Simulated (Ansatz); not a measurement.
Reaction (silylene formation by 1,1-elimination): `B[SiH2][SiH2]O` → `B[SiH2]O` + `[SiH2]`

Calculated with Ansatz (gas phase, PBE0-D4/def2-TZVP geometries, no zero-point term in ΔE). CCSD(T)/CBS adds triple-zeta CCSD(T) − MP2 to the extrapolated MP2 energy (def2 sets, frozen cores). This one scheme is used for every species. Functionals use def2-TZVPP. B3LYP here is the variant with VWN-RPA as its local correlation; programs differ in this. One conformer a species, not always the lowest.

(1) Is it downhill or uphill in electronic energy at CCSD(T)/CBS, and by how much? (An estimate is asked.)

(2) What do these levels give: LDA (SPW92), ωB97M-V, B3LYP, HF/def2-SVP, MP2/def2-SVP, CCSD/def2-TZVPP? (An estimate is asked.)

Largest T1 diagnostic among the species: 0.014.

## Answers

(1) Ansatz gave: Uphill: ΔE = +58.0 kcal/mol.

(2) Ansatz gave: LDA (SPW92) 68.5, ωB97M-V 56.0, B3LYP 54.4, HF/def2-SVP 49.6, MP2/def2-SVP 57.8, CCSD/def2-TZVPP 54.7 kcal/mol.

From PBE to PBE0 (25 % exact exchange), in def2-TZVPP and without D4, ΔE moves by +0.7 kcal/mol. Leaving LDA and LC-ωPBE aside and taking each functional with its dispersion term where it has one, the values, not all of them listed here, spread over 8.7 kcal/mol, from ωB97M-V to r2SCAN-D4. LDA lies +7.6 kcal/mol from PBE without D4. At CCSD(T), def2-SVP lies −4.2 kcal/mol from the extrapolated value and def2-TZVPP −1.7 kcal/mol.
